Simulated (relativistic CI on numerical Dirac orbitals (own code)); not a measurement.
## The 7-electron sequence from Co XXI to Pd XL

These numbers are calculated, not measured: Dirac-Coulomb-Breit CI, orbitals from a KLI potential per configuration, model QED (radiative potential, 1s self-energy scaled to tabulated hydrogen-like ionisation energies), unscaled Slater integrals (own radial code, finite nucleus).

Configurations in the expansion (outside the closed core 1s2): 2s2.2p3, 2s.2p4, 2p5, 2p4.3s, 2s2.2p2.3s, 2p4.3p, 2p4.3d. Levels of other configurations are missing.

Energies above each ion's lowest level, in eV. Levels are followed by their leading LS label, which can pass from one level to another where the coupling changes.

| Ion | 2s2.2p3 2D°_5/2 | 2s2.2p3 2P°_1/2 | 2s2.2p3 2P°_3/2 | 2s.2p4 4P_5/2 | 2s.2p4 4P_3/2 | 2s.2p4 2D_5/2 | 2s.2p4 2P_3/2 |
| --- | --- | --- | --- | --- | --- | --- | --- |
| Co XXI | 24.203 | 34.688 | 44.582 | 98.852 | 108.83 | 140.84 | 164.95 |
| Ni XXII | 26.413 | 37.472 | 49.667 | 104.94 | 116.69 | 150.13 | 174.95 |
| Cu XXIII | 28.975 | 40.622 | 55.477 | 111.44 | 125.16 | 160.14 | 185.67 |
| Zn XXIV | 31.942 | 44.19 | 62.098 | 118.4 | 134.29 | 170.97 | 197.19 |
| Ga XXV | 35.365 | 48.227 | 69.616 | 125.87 | 144.13 | 182.71 | 209.63 |
| Ge XXVI | 39.288 | 52.778 | 78.111 | 133.89 | 154.69 | 195.42 | 223.07 |
| As XXVII | 43.754 | 57.886 | 87.663 | 142.51 | 166 | 209.21 | 237.59 |
| Se XXVIII | 48.801 | 63.589 | 98.349 | 151.76 | 178.05 | 224.15 | 253.29 |
| Br XXIX | 54.469 | 69.927 | 110.25 | 161.68 | 190.83 | 240.33 | 270.24 |
| Kr XXX | 60.794 | 76.937 | 123.44 | 172.3 | 204.32 | 257.82 | 288.53 |
| Rb XXXI | 67.817 | 84.658 | 138.01 | 183.67 | 218.53 | 276.72 | 308.25 |
| Sr XXXII | 75.578 | 93.132 | 154.05 | 195.82 | 233.45 | 297.11 | 329.49 |
| Zr XXXIV | 93.489 | 112.51 | 0 | 222.65 | 265.51 | 342.75 | 376.89 |
| Nb XXXV | ? | ? | ? | ? | ? | ? | ? |
| Mo XXXVI | 114.9 | 135.44 | 0 | 253.16 | 300.81 | 395.53 | 431.53 |
| Tc XXXVII | 127.04 | 148.37 | 0 | 269.93 | 319.83 | 424.87 | 461.82 |
| Ru XXXVIII | 140.21 | 162.33 | 0 | 287.79 | 339.84 | 456.32 | 494.25 |
| Rh XXXIX | 154.48 | 177.41 | 0 | 306.78 | 463.55 | 490.01 | 528.93 |
| Pd XL | 169.89 | 193.64 | 0 | 326.98 | 498.7 | 526.06 | 565.98 |

Problem. Fill in the row of Nb XXXV.

Solution. 2s2.2p3 2D°_5/2 103.73, 2s2.2p3 2P°_1/2 123.51, 2s2.2p3 2P°_3/2 0, 2s.2p4 4P_5/2 237.42, 2s.2p4 4P_3/2 282.72, 2s.2p4 2D_5/2 368.2, 2s.2p4 2P_3/2 403.26 (eV).

The lowest level keeps the configuration 2s2.2p3 and J = 3/2 throughout.

Between Z = 43 and 46 the energy of 2s2.2p3 2D°_5/2 follows a local power law Z^4.3. For orientation: electrostatic splittings inside a shell grow about linearly with the screened charge, excitations that change n as its square, and fine structure as its fourth power; written in Z itself the exponents are larger, since the screened charge grows faster in proportion.
